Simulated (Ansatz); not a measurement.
Cost and result for the atomization energy of C3H4F4O (`FCC(F)OC(F)F`) (12 atoms, 11 bonds).

```xyz
12

F    -2.065   -1.912    0.024
C    -0.857   -1.471    0.497
C    -0.433   -0.255   -0.286
F    -0.200   -0.599   -1.594
O     0.745    0.199    0.292
C     1.164    1.435   -0.122
F     2.376    1.620    0.396
F     0.347    2.394    0.371
H    -0.111   -2.261    0.377
H    -0.957   -1.206    1.552
H    -1.209    0.517   -0.294
H     1.198    1.537   -1.211
```

Charge 0, multiplicity 1. All single points use the PBE0-D4/def2-TZVP geometry. It is one conformer, not always the lowest. Program: Ansatz. All runs use 2 threads of an AMD EPYC 7R13 on a shared host and a share of an NVIDIA H100 80 GB. Times are those of one run each, without the atoms' runs, and a repeat can differ threefold. Electronic energies, without spin–orbit coupling; frozen cores. CCSD(T)/CBS adds CCSD(T) − MP2 in def2-TZVPP to the MP2 limit, and its time is that of the two runs behind it. T1 = 0.012. B3LYP takes the VWN-RPA correlation (the form of Gaussian; ORCA's B3LYP/G).

CCSD(T)/CBS is a level of theory with its own doubt, some kJ/mol a heavy atom from the limit and from the frozen cores, so smaller differences don't rank the functionals.

```
                             level  functions  wall time
                PBE0-D4/def2-TZVPP        304      2.3 s
   PBE-D4/def2-TZVPP (with forces)        304      2.4 s
r2SCAN-D4/def2-TZVPP (with forces)        304      2.4 s
                ωB97X-V/def2-TZVPP        304      2.4 s
                 B2PLYP/def2-TZVPP        304      2.6 s
 B3LYP-D4/def2-TZVPP (with forces)        304      2.7 s
  ωB97M-V/def2-TZVPP (with forces)        304      2.8 s
                    MP2/def2-QZVPP        576      4.6 s
                CCSD(T)/def2-TZVPP        304        9 s
                 CCSD(T)/CBS(def2)          –       14 s
```

(1) What atomization energy does each give, and how far from CCSD(T)/CBS? (Estimate.)

Results:

(1) Ansatz gave: 
```json
{"level": "PBE0-D4/def2-TZVPP", "atomization (kcal/mol)": "1157.7", "difference from CCSD(T)/CBS": "6.7", "per bond": "0.6"}
{"level": "PBE-D4/def2-TZVPP (with forces)", "atomization (kcal/mol)": "1197.8", "difference from CCSD(T)/CBS": "46.8", "per bond": "4.3"}
{"level": "r2SCAN-D4/def2-TZVPP (with forces)", "atomization (kcal/mol)": "1158.0", "difference from CCSD(T)/CBS": "7.0", "per bond": "0.6"}
{"level": "ωB97X-V/def2-TZVPP", "atomization (kcal/mol)": "1156.1", "difference from CCSD(T)/CBS": "5.1", "per bond": "0.5"}
{"level": "B2PLYP/def2-TZVPP", "atomization (kcal/mol)": "1137.9", "difference from CCSD(T)/CBS": "-13.1", "per bond": "-1.2"}
{"level": "B3LYP-D4/def2-TZVPP (with forces)", "atomization (kcal/mol)": "1145.2", "difference from CCSD(T)/CBS": "-5.8", "per bond": "-0.5"}
{"level": "ωB97M-V/def2-TZVPP (with forces)", "atomization (kcal/mol)": "1156.2", "difference from CCSD(T)/CBS": "5.2", "per bond": "0.5"}
{"level": "MP2/def2-QZVPP", "atomization (kcal/mol)": "1179.9", "difference from CCSD(T)/CBS": "28.9", "per bond": "2.6"}
{"level": "CCSD(T)/def2-TZVPP", "atomization (kcal/mol)": "1119.6", "difference from CCSD(T)/CBS": "-31.4", "per bond": "-2.9"}
{"level": "CCSD(T)/CBS(def2)", "atomization (kcal/mol)": "1151.0", "difference from CCSD(T)/CBS": "0.0", "per bond": "0.0"}
```

In def2-TZVPP, CCSD(T) changes the Hartree–Fock value by +323.7 kcal/mol (the triples alone add +22.4 kcal/mol) and MP2 by +365.4 kcal/mol; breaking electron pairs costs correlation energy, which Hartree–Fock lacks. The D4 term adds +7.7 kcal/mol with B3LYP and +4.1 kcal/mol with PBE0; it sums over pairs of atoms, weighted by their polarisabilities, and B3LYP, whose exchange is more repulsive, gets the larger term. From PBE to PBE0 (25 % exact exchange), in def2-TZVPP and without D4, the atomization energy moves by −39.3 kcal/mol: exact exchange takes away binding that semilocal exchange gives to molecules.
